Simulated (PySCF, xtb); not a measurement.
Sn(Me)(OH) (CH₄OSn), SMILES [CH3][Sn][OH] (connectivity only; charge and spin as stated), neutral, multiplicity 1. One conformer was computed; it need not be the lowest.

Harmonic wavenumbers (cm⁻¹) from GFN2-xTB run with xtb at its own minimum, in rising order: 22, 158, 342, 432, 456, 539, 584, 615, 1236, 1447, 1456, 2940, 2946, 2985, 3676.

Task: What does PBE0-D3(BJ)/def2-SVP in PySCF give at its own minimum? (Estimate from the structure and the level; the computed values follow.)

Result: 55, 179, 457, 487, 600, 622, 673, 795, 1170, 1414, 1420, 3043, 3148, 3180, 3885. Paired by order, the mean absolute difference is 104 cm⁻¹ and the zero-point energies are 28.4 and 30.2 kcal/mol.
